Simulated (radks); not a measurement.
Values are calculated unless marked as measured or tabulated.
Ionisation of neutral neon, [Ne], to Ne+, [He] 2s2 2p5, under several functionals. Dirac Kohn-Sham, spin-unpolarised, spherical densities, finite nucleus; open shells fill j = l - 1/2 first; a radial shooting solver on a logarithmic mesh with Libxc functionals. Known Delta-SCF values: B86b exchange with PBE correlation 22.479 eV; exchange-only LDA 21.025 eV. What does Wu-Cohen GGA give, and what is its highest occupied eigenvalue?

Answer. 22.424 eV by Delta-SCF; the 2p3/2 eigenvalue is -13.279 eV. NIST: 21.565 eV (measured).

Beside tabulated values, note that spin-unpolarised runs miss the spin-polarisation part of the exchange energy of open shells.
